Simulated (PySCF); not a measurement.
CH₈N₂Si₃, SMILES C1=N[SiH2][SiH2]N[SiH2]1. Geometry optimised at PBE-D3(BJ)/def2-SVP. The structure was generated by enumeration, and PubChem lists no compound with its InChIKey, so it may never have been made.

Task: Give the equilibrium geometry at PBE-D3(BJ)/def2-SVP (PySCF confirms it by a frequency run) as a Z-matrix. (The exact figures need the calculation; the answer reports its results.)

Result: 
```
N
H 1 1.0263
Si 1 1.7486 2 115.01
Si 1 1.7690 2 115.49 3 170.23
H 3 1.5081 1 110.52 2 -50.13
H 4 1.5090 1 108.62 2 43.10
H 3 1.5125 5 106.54 1 -124.86
H 4 1.5135 6 106.32 1 121.94
C 3 1.9197 5 107.05 7 -113.39
N 9 1.2819 3 131.53 5 -124.05
H 9 1.1254 10 116.37 3 -179.42
Si 10 1.7798 9 127.77 11 179.30
H 12 1.5036 10 106.86 9 -130.41
H 12 1.5054 13 108.06 10 114.23
```
Charge 0, spin multiplicity 1.
